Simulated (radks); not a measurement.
Values are calculated unless marked as measured or tabulated.
Species: Cd4+. Configuration: [Kr] 4d8. Code: a radial shooting solver on a logarithmic mesh with Libxc functionals. Model: scalar-relativistic Kohn-Sham, r2SCAN, spin-polarised, spherical densities, finite nucleus; open shells are filled with parallel spins first (spin-orbit coupling, left out, can overturn this in heavy ions); meta-GGA in the generalised Kohn-Sham scheme; Fermi nuclear charge, rms radius 4.6087 fm.

Local quantities along the radius. ELF = 1/(1 + alpha^2) is the electron localisation function; alpha = (tau - tau_W)/tau_unif compares the Pauli kinetic energy density with that of the uniform gas (summed over spins). tau is taken from the large components.

r (bohr),ELF,alpha
0.001362,0.999,0.02277
0.001759,0.999,0.02314
0.00229,0.999,0.02413
0.002982,0.999,0.02593
0.003852,0.999,0.02877
0.005016,0.999,0.03344
0.006479,0.998,0.04071
0.008437,0.997,0.05322
0.01099,0.994,0.07554
0.01419,0.987,0.1168
0.01848,0.960,0.2055
0.02406,0.859,0.4048
0.03108,0.602,0.8125
0.04047,0.346,1.375
0.0527,0.351,1.361
0.06808,0.575,0.8598
0.08864,0.749,0.5782
0.1145,0.706,0.6454
0.1491,0.413,1.192
0.1942,0.331,1.421
0.2508,0.622,0.7803
0.3266,0.772,0.5430
0.4252,0.583,0.8462
0.5493,0.184,2.104
0.7153,0.494,1.013
0.9314,0.773,0.5425
1.203,0.691,0.6694
1.567,0.396,1.235
2.024,0.109,2.856
2.635,0.013,8.865
3.431,0.001,42.84

On this mesh the ELF has minima near r = 0.046, 0.17, 0.55 bohr, which separate the shells, and maxima near 0.10 (0.76), 0.33 (0.77), 0.93 (0.77).
